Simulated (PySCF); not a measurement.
Species: C₆H₄ClF₂ (doublet state).
Numbering: `[F:1][C:2]1[CH:3]=[CH:4][C:5]([F:6])=[CH:7][C@@H:8]1[Cl:9]` (hydrogens: H10 on C3; H11 on C4; H12 on C7; H13 on C8)

The calculation used UKS B3LYP, pcH-1 on C Cl F H, non-relativistic, mean-field spin-orbit, GIAO (PySCF). Geometry: GFN2-xTB; no solvent, vibrations or thermal averaging. The geometry wasn't refined by DFT: couplings that depend on bond lengths, twists or pyramidal angles can differ widely from those at the functional's own minimum. The SCF solution wasn't tested for stability. ⟨S²⟩ is 0.781 where a pure state has 0.75.

(1) Give the principal g shifts and their parts.

(2) What effective moment and Curie constant follow for a powder?

(3) What are the electron Larmor frequencies g μB B/h along the three axes at 340 mT?

(4) In a frozen sample, at which fields do the three g values resonate at 9.5, 34, 94 and 263 GHz (hyperfine left aside), and which band first spreads them over more than twice a line width of 0.3 mT?

Results:

(1) 
| Δg (ppt) | 1 | 2 | 3 |
| --- | --- | --- | --- |
| relativistic mass correction | -0.22 | -0.22 | -0.22 |
| gauge correction | -0.01 | 0.02 | 0.03 |
| orbital Zeeman/spin–orbit | -2.61 | 5.81 | 8.63 |
| total | -2.84 | 5.62 | 8.44 |

So g = 1.99948, 2.00794, 2.01076 and g_iso = 2.00606; the tensor is rhombic: the two nearest values differ by 25 % of g3 − g1. Axes: g3 points within 15° of the C7–H12 bond.

(2) With the mean of g² = 4.0243 and S(S+1) = 0.75: μ_eff = √(⟨g²⟩S(S+1)) = 1.737 μB and χT = 0.12505·⟨g²⟩·S(S+1) = 0.377 cm³ K/mol (cgs; spin-Hamiltonian part alone).

(3) 9.5150, 9.5552, 9.5686 GHz for g1, g2 and g3, a range of 53.7 MHz.

(4) 
```csv
band,GHz,B(g3) mT,B(g2) mT,B(g1) mT,spread mT
X,9.5,337.56,338.04,339.47,1.90
Q,34.0,1208.11,1209.81,1214.93,6.81
W,94.0,3340.08,3344.77,3358.92,18.84
J,263.0,9345.11,9358.25,9397.82,52.71
```

The spread grows in proportion to the frequency. X band is the first where it exceeds 0.6 mT.

Largest spin populations (Mulliken): C4 (+0.44), C2 (+0.35), C7 (+0.31) and Cl9 (+0.27). Four atoms exceed +0.15. The positive populations add up to 1.42 and the negative ones to -0.42, together 2S = 1.

The HOMO–LUMO gaps are 5.06 eV among the α and 3.36 eV among the β orbitals.

The run took 2.0 min wall (grids of density and orbitals included) on one thread, Arm Neoverse V1 (aarch64), on a shared host, and the process peaked at 0.97 GiB of memory.
